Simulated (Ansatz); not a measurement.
Job for Ansatz (a program for electronic structure): R-B3LYP/def2-TZVPP on BH3S (SMILES BS), atoms moved off the minimum.

Ansatz 0.2 input:
```yaml
crystal:
  periodic: [false, false, false]
  atoms:
    - {symbol: B, position_ang: [-0.80093398, -0.96584090, 0.17100188]}
    - {symbol: H, position_ang: [-0.46333499, -1.92971732, 0.51913055]}
    - {symbol: H, position_ang: [-1.90856547, -0.74629114, -0.00747477]}
    - {symbol: S, position_ang: [0.45966965, 0.39562950, -0.00402505]}
    - {symbol: H, position_ang: [-0.26284721, 1.30295802, -0.38655890]}
basis:
  gaussian:
    orbitals: def2-TZVPP
hamiltonian:
  xc: {name: B3LYP}
scf: {lower_state_search: off}
output: {forces: true}
```

The head of its log:

```
WARN ansatz: RAYON_NUM_THREADS=1 ignored (pool sized by the plan → 1); use --threads N
Functional definition: B3LYP
these checks for a lower state are left out or cut short: stability, starts, cluster_reference, orbital_swaps, neighbouring_geometries, increment
integrals: 0.03 GiB planned
642 factors; their error is unknown
mean field: 0.30 GiB planned
mean field evaluation 1: about -11559.8266 eV, gradient 2.4e1 eV
mean field evaluation 2: about -11559.7826 eV, gradient 2.4e1 eV
```

Question: Predict the final total energy.

Answer: -424.8838 hartree.
